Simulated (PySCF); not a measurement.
# Correlation energy of Zn²⁺ (zinc, charge +2)

[Ar] 3d9 4s1, 4s spin antiparallel (an excited configuration). All numbers are calculated (PySCF 2.14, scalar relativity by spin-free X2C-1e, in x2c-TZVPPall (6s5p4d2f1g, 64 functions)). Frozen: [Ne]; 18 electrons correlated.

MP2 pair energies summed by pair of shells (mhartree):

```json
{"pair": "3d-3d", "energy": "-313.75", "share (%)": "47.6"}
{"pair": "3p-3d", "energy": "-198.44", "share (%)": "30.1"}
{"pair": "3p-3p", "energy": "-46.82", "share (%)": "7.1"}
{"pair": "3s-3d", "energy": "-42.65", "share (%)": "6.5"}
{"pair": "3d-4s", "energy": "-25.83", "share (%)": "3.9"}
{"pair": "3s-3p", "energy": "-22.35", "share (%)": "3.4"}
{"pair": "3p-4s", "energy": "-4.77", "share (%)": "0.7"}
{"pair": "3s-3s", "energy": "-3.59", "share (%)": "0.5"}
{"pair": "3s-4s", "energy": "-0.47", "share (%)": "0.1"}
```

Total MP2 correlation energy: -658.66 mhartree.

Same-spin part -218.40 and opposite-spin part -440.26 mhartree; SCS-MP2 scales them by 1/3 and 6/5 to -601.11 mhartree.

This basis was not built for core-valence correlation, so the inner-shell part is incomplete.
